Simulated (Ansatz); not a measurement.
`[NH2][GeH2][Cl]` + H₂S → `[SH][GeH2][Cl]` + NH₃ at 600 K and 1 bar (ligand exchange at a Ge–N bond).

Calculated with Ansatz (gas phase, PBE0-D4/def2-TZVP geometries, no zero-point term in ΔE). CCSD(T)/CBS is the MP2 limit (def2-TZVPP, def2-QZVPP) plus CCSD(T) − MP2 in def2-TZVPP, frozen cores. This one scheme is used for every species. For Ge outer-core shells are correlated without core-valence functions, which leaves a few kJ/mol of doubt a bond. Scalar relativity is left out up to krypton. One conformer a species, not always the lowest.

```tsv
species	CCSD(T)/CBS energy (Eh)	H − E (kJ/mol)	S (J/(mol·K))
`[NH2][GeH2][Cl]`	-2593.05183	158.7	372.5
H₂S	-398.97279	60.8	230.9
`[SH][GeH2][Cl]`	-2935.52817	114.3	382.2
NH₃	-56.50880	112.4	219.5
```

H − E and S are ideal-gas, rigid-rotor, harmonic terms from PBE0-D4/def2-TZVP, for one conformer and one mirror image of each species. 1 Eh = 2625.50 kJ/mol, R = 8.31446 J/(mol·K).

**Question.** By hand: ΔE, ΔH, ΔS and ΔG.

**Answer.** ΔE = (-2935.52817) + (-56.50880) − (-2593.05183) − (-398.97279) = -0.01235 Eh = -32.4 kJ/mol. Δ(H − E) = 114.3 + 112.4 − 158.7 − 60.8 = 7.2, so ΔH = -25.2 kJ/mol. ΔS = 382.2 + 219.5 − 372.5 − 230.9 = -1.7 J/(mol·K). ΔG = -25.2 − 600 × (-1.7)/1000 = -24.2 kJ/mol.

**Question.** By hand: the equilibrium constant, and the temperature at which ΔG would vanish if ΔH and ΔS stayed fixed.

**Answer.** log₁₀ K = −ΔG/(RT ln 10) = 2.1. ΔG = 0 at ΔH/ΔS = 14824 K, far beyond where these terms or the molecules hold.

The number of gas molecules stays the same, so ΔS is small and ΔH decides. A doubt of 5 kJ/mol in ΔE shifts log₁₀ K by 0.4 here. Other conformers and mirror images would add mixing entropy, several J/(mol·K) or more a flexible species. These are equilibria of isolated gas molecules and say nothing of rates. Largest T1 diagnostic: 0.010 (customary marks: 0.02 for closed shells, 0.045 for open ones).
